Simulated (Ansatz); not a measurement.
Saddle point of GeH₂Cl₂O, closed shell (GeH₂Cl₂O ([OH2][Ge]([Cl])[Cl]) → GeHClO ([OH][Ge][Cl]) + HCl; bonds formed: Cl3–H4; dative contacts that become bonds: Ge1–O5; bonds broken: Ge1–Cl3, H4–O5), PBE0-D4/def2-TZVP structure:

```xyz
6
angstrom
Ge -0.2860 -1.2447 0.4061
Cl 1.8828 -1.3417 0.0140
Cl -1.1364 0.2643 -1.7395
H -0.7680 0.8044 -0.5029
O -0.2919 0.5815 0.8596
H 0.5995 0.9361 0.9627
```

Energies are electronic, without zero-point energy. Barriers and step energies count from the start structure reached by relaxing down the imaginary mode; all methods use the PBE0-D4 structures, on which another method's saddle can fall below an end. Ansatz 0.2.0; basis: def2-TZVPP, with def2-QZVPP for the basis limit; cores frozen in the correlated methods. Filled d shells of the heavier atoms are correlated. The def2 sets are not built for correlating such inner shells, so the correlated values are less sure here. B3LYP uses VWN-RPA correlation. Extrapolation: Hartree–Fock as exp(−7.88 √X), correlation as X^−2.97.

| method | barrier (kcal/mol) | step energy (kcal/mol) |
| --- | --- | --- |
| SPW92 | 15.27 | 18.75 |
| PBE-D4 | 17.62 | 16.66 |
| BLYP-D4 | 17.84 | 14.56 |
| r2SCAN-D4 | 19.12 | 16.93 |
| B97M-V | ? | 16.00 |
| PBE0-D4 | 20.35 | 17.42 |
| B3LYP-D4 | 19.99 | 15.33 |
| r2SCAN0-D4 | 21.20 | 17.55 |
| BHLYP-D4 | ? | 16.16 |
| CAM-B3LYP-D4 | 20.14 | 14.31 |
| wB97X-V | 21.02 | 15.35 |
| wB97M-V | 21.40 | 16.49 |
| B2PLYP | 20.03 | 13.68 |
| PBE-QIDH | ? | 16.28 |
| RPA on PBE | 19.35 | 12.18 |
| HF | 27.69 | 12.92 |
| MP2 | 19.77 | 14.45 |
| CCSD | 21.72 | 13.28 |
| CCSD(T) | 20.40 | 13.53 |

Fill in the withheld barriers. (To be estimated.)

The calculation gives: BHLYP-D4 23.00; B97M-V 21.35; PBE-QIDH 21.20 kcal/mol. Each is the energy of the saddle less that of the start structure, by the same method.

For comparison, the barrier by CCSD(T) at an estimated basis limit (MP2 extrapolated from triple and quadruple zeta, plus CCSD(T) − MP2 in triple zeta) is 20.90 kcal/mol.

The T1 diagnostic stays at or below 0.013.

Labels in which every atom is bracketed show which atoms are joined, not bond orders.

For scale, one of the runs: CCSD(T)/def2-TZVPP, 191 basis functions (an equivalent command: `ansatz run in.yaml --threads 4`). Hardware: 4 CPU threads, shared host. Wall time 62 s; peak host memory 2 GiB.
